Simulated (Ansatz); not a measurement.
C3H5ClSi can be A, `[SiH3]C1=CC1Cl`, or B, `ClC1=CC[SiH2]1`.

Computed with Ansatz on PBE0-D4/def2-TZVP structures; ΔE is electronic, products minus reactants. CBS: MP2 limit from def2 TZ/QZ plus the TZ coupled-cluster correction, frozen cores. DFT in def2-TZVPP. B3LYP here is the variant with VWN-RPA as its local correlation; programs differ in this.

A:

Z-matrix (Å, degrees):
```
Si
C 1 1.844
H 1 1.483 2 108.5
H 1 1.484 2 108.6 3 119.0
H 1 1.483 2 109.7 3 -120.7
C 2 1.305 1 152.8 3 116.2
C 2 1.487 1 144.9 3 -56.0
H 6 1.078 2 148.7 1 0.9
Cl 7 1.795 2 119.4 1 69.0
H 7 1.085 2 123.1 1 -73.7
```

B:

```xyz
10

Cl    2.078   -1.607    1.288
C     0.866   -0.667    0.535
C    -0.461   -0.746    0.713
C    -1.092    0.302   -0.185
Si    0.687    0.712   -0.700
H    -1.000   -1.425    1.371
H    -1.745   -0.113   -0.957
H    -1.639    1.077    0.357
H     1.080    0.423   -2.105
H     1.225    2.044   -0.317
```

Q: Which isomer does CCSD(T)/CBS put lower? Give the gap. (Estimate.)

A: The calculation gave: B, by 125.6 kJ/mol.

Q: Give E(B) − E(A) in kJ/mol with B3LYP-D4, PBE0-D4, CCSD(T)/def2-TZVPP, B2PLYP, MP2/def2-TZVPP, B3LYP, CCSD/def2-TZVPP. (Best estimate.)

A: The calculation gave: B3LYP-D4 -117.8, PBE0-D4 -127.2, CCSD(T)/def2-TZVPP -126.1, B2PLYP -120.1, MP2/def2-TZVPP -124.7, B3LYP -115.6, CCSD/def2-TZVPP -124.9. None reverses the order clearly.

Largest T1 diagnostic: 0.012.

In def2-TZVPP, CCSD(T) changes the Hartree–Fock value by −12.9 kJ/mol (the triples alone add −1.2 kJ/mol) and MP2 by −11.4 kJ/mol. From PBE to PBE0 (25 % exact exchange), in def2-TZVPP and without D4, E(B) − E(A) moves by −4.0 kJ/mol.
